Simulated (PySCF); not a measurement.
# Radial density of Mg²⁺ (magnesium, charge +2)

LC-wPBE, [Ne], closed-shell 1S. Calculation: PySCF 2.14, in x2c-QZVPPall; scalar relativity by spin-free X2C-1e.

```csv
r (bohr),4πr²ρ (e/bohr)
0.00274,0.1063
0.00461,0.2813
0.00776,0.7238
0.0131,1.774
0.0220,4.002
0.0369,7.844
0.0621,12.15
0.105,12.92
0.176,8.784
0.296,8.092
0.497,11.05
0.837,6.655
1.41,1.162
2.37,0.03408
3.98,5.759e-05
```

Densities and radii are taken from the X2C orbitals without a picture-change correction, which distorts them close to the nucleus.
